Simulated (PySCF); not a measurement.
This PySCF input asks for the NMR shieldings of SMILES C#CC[Si@@](C)(C#N)O[SiH3], C5H9NOSi2; the geometry comes from GFN2-xTB.

```python
import basis_set_exchange as bse
import numpy as np
from pyscf import gto, dft
from pyscf.prop import nmr

atoms = """
C    -1.285640    2.696184   -0.033573
C    -1.215936    1.658412   -0.626334
C    -1.103199    0.386440   -1.298586
Si   -0.176536   -0.878727   -0.200732
C    -1.044940   -1.196764    1.451552
C    -0.042638   -2.471128   -1.183850
N     0.014996   -3.443021   -1.786268
O     1.357671   -0.410546    0.021373
Si    2.570977    0.629946    0.337312
H    -1.367699    3.618738    0.457994
H    -0.565577    0.530813   -2.238946
H    -2.103364    0.024823   -1.546184
H    -1.133715   -0.273546    2.018108
H    -0.491080   -1.907545    2.058252
H    -2.045446   -1.593622    1.307553
H     2.431010    1.031154    1.735900
H     3.768349   -0.162763    0.082386
H     2.424007    1.767471   -0.567616
"""
names = dict.fromkeys(["C", "Si", "N", "O", "H"], "pcSseg-1")
basis = {el: gto.basis.parse(bse.get_basis(n, elements=[el], fmt="nwchem")) for el, n in names.items()}
mol = gto.M(atom=atoms, basis=basis, charge=0, verbose=0)
mf = dft.RKS(mol, xc="PBE0")
mf.grids.level = 2
mf.grids.alignment = dft.numint.BLKSIZE   # the property module wants whole blocks of grid points
mf.conv_tol = 1e-9
mf.kernel()

calc = nmr.RKS(mf)   # GIAO
C = mf.mo_coeff
Co = C[:, mf.mo_occ > 0]
resp = mf.gen_response(singlet=True, hermi=2)
def vind(x):   # induced exchange potential for any number of trial vectors
    d = np.einsum("pi,xij,qj->xpq", C, 2 * x.reshape(-1, C.shape[1], Co.shape[1]), Co, optimize=True)
    return np.einsum("xpq,pi,qj->xij", resp(d - d.transpose(0, 2, 1)), C, Co, optimize=True).ravel()
mo1, _ = nmr.rhf.solve_mo1(calc, with_cphf=vind)
sigma = calc.kernel(mo1)
for i, s in enumerate(sigma):   # ppm
    w = np.linalg.eigvalsh((s + s.T) / 2)
    print("%2d %-2s iso %8.1f  s11 %8.1f  s22 %8.1f  s33 %8.1f" % (i, mol.atom_pure_symbol(i), w.mean(), *w))
```

Q: What does it print?

A: 
```
 0 C  iso    110.7  s11     36.4  s22     38.7  s33    257.1
 1 C  iso    104.1  s11      8.1  s22     11.2  s33    293.0
 2 C  iso    177.1  s11    166.4  s22    176.6  s33    188.2
 3 Si iso    377.6  s11    306.7  s22    395.1  s33    430.9
 4 C  iso    187.4  s11    175.7  s22    189.2  s33    197.4
 5 C  iso     60.7  s11    -54.4  s22    -53.3  s33    289.7
 6 N  iso    -86.2  s11   -282.1  s22   -270.7  s33    294.2
 7 O  iso    305.2  s11    240.8  s22    336.0  s33    338.8
 8 Si iso    387.6  s11    351.1  s22    357.2  s33    454.6
 9 H  iso     30.3  s11     24.7  s22     25.2  s33     40.9
10 H  iso     29.5  s11     24.9  s22     28.3  s33     35.4
11 H  iso     30.0  s11     25.0  s22     28.6  s33     36.4
12 H  iso     30.7  s11     26.2  s22     29.4  s33     36.6
13 H  iso     31.1  s11     26.9  s22     28.3  s33     38.0
14 H  iso     31.6  s11     27.5  s22     28.3  s33     39.0
15 H  iso     26.5  s11     23.0  s22     25.1  s33     31.4
16 H  iso     26.5  s11     22.6  s22     24.8  s33     32.1
17 H  iso     26.4  s11     22.5  s22     25.7  s33     30.9
```

These numbers come from an equivalent density-fitted implementation of the same equations, which agrees with the script to about 0.01 ppm for H and up to a few tenths of a ppm for heavy atoms, so last digits may differ.

Q: Turn these shieldings into chemical shifts. References, each an isolated molecule treated in the same way: TMS for 13C (186.93 ppm), 29Si (349.16 ppm), 1H (31.72 ppm); 15N (267.73 ppm) against NH3; 17O (336.08 ppm) vs H2O.

A: Averaging equivalent atoms: C 5: 126.3; C 1: 82.8; C 0: 76.2; C 2: 9.9; C 4: -0.5; Si 3: -28.4; Si 8: -38.5; N 6: 353.9; O 7: 30.9; H 15/16/17: 5.24; H 10: 2.21; H 11: 1.74; H 9: 1.44; H 12/13/14: 0.57 ppm. Experimental scales use liquid or dissolved standards, which lie at an offset from isolated NH3 (liquid NH3: subtract about 20 ppm) and H2O (liquid H2O: subtract about 36 ppm). Unscaled 15N shifts of sp2 nitrogen come out 20 to 40 ppm too high even then.

Size and cost of the density-fitted run: 212 basis functions, 76 s wall time on 1 thread of an Arm Neoverse N1, shared host; peak memory 0.87 GiB.
